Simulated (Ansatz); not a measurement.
`CC(C)CCl` + `[OH][GeH2][F]` → `CC(C)[O][GeH2][F]` + `CCl`  (substitution at a C–C bond)

Computed with Ansatz on PBE0-D4/def2-TZVP structures; ΔE is electronic, products minus reactants. CCSD(T)/CBS adds triple-zeta CCSD(T) − MP2 to the extrapolated MP2 energy (def2 sets, frozen cores). This one scheme is used for every species. DFT in def2-TZVPP. For Ge outer-core shells are correlated without core-valence functions, which leaves a few kJ/mol of doubt a bond. Scalar relativity is left out up to krypton. Each species was taken in one conformer, which may not be the lowest.

**Question.** Is it downhill or uphill in electronic energy at CCSD(T)/CBS, and by how much? (Estimate.)

**Answer.** Computed: Uphill: ΔE = +41.4 kJ/mol.

**Question.** What do these levels give: ωB97X-V, B2PLYP, PBE, HF/def2-SVP, CCSD(T)/def2-SVP, HF/def2-TZVPP? (Estimate.)

**Answer.** The calculation gave: ωB97X-V 35.9, B2PLYP 36.7, PBE 37.2, HF/def2-SVP 22.9, CCSD(T)/def2-SVP 32.8, HF/def2-TZVPP 30.0 kJ/mol.

Largest T1 diagnostic among the species: 0.012.

Leaving LDA and LC-ωPBE aside and taking each functional with its dispersion term where it has one, the values, not all of them listed here, spread over 13.6 kJ/mol, from BLYP-D4 to PBE-QIDH. LDA lies +3.9 kJ/mol from PBE without D4. From BLYP to BHLYP (50 % exact exchange), in def2-TZVPP and without D4, ΔE moves by +4.5 kJ/mol. At CCSD(T), def2-SVP lies −8.6 kJ/mol from the extrapolated value and def2-TZVPP −1.1 kJ/mol.
